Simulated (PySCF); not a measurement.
A structure optimised at ωB97X-D3(BJ)/def2-TZVP, used in a PySCF frequency run:

```xyz
5

B     -0.0264    -1.2150     0.0000
H      1.0062    -1.8099     0.0000
H     -1.0830    -1.7637     0.0000
S      0.0891     0.5500     0.0000
H     -1.2174     0.8490     0.0000
```

### Question
Write its SMILES, formula and point group.

### Answer
BS, BH3S, Cs

### Question
What are its rotational constants (standard atomic weights)?

### Answer
129.77, 15.416, 13.779 GHz
